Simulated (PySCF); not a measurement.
## Low-lying terms of Cd⁴⁴⁺ (cadmium, charge +44)

Ground state [He] 2s2, ¹S. Computed with PySCF 2.14 in an uncontracted even-tempered set (18 s from 3.36 bohr⁻², ratio 2.5; 9 p from 4.39 bohr⁻², ratio 2.7; 8 d from 4.83 bohr⁻², ratio 2.7; 4 f from 140 bohr⁻², ratio 2.7), with scalar relativity by spin-free X2C-1e. Vertical excitation energies in eV without spin-orbit coupling; excited terms of each kind are numbered among those the solver found. Frozen: nothing.

```tsv
term	leading excitation	EOM-EE-CCSD
1 3P°	2s → p	237.59
1 1P°	2s → p	314.26
```

The spin-orbit splitting of the hole, absent here, rivals or exceeds the spacing of these terms, so the LS terms are model states.

Only the lower part of the computed list is shown. Doubly excited terms such as np² are absent. The solver can miss terms. The 7 highest virtual orbitals were dropped.
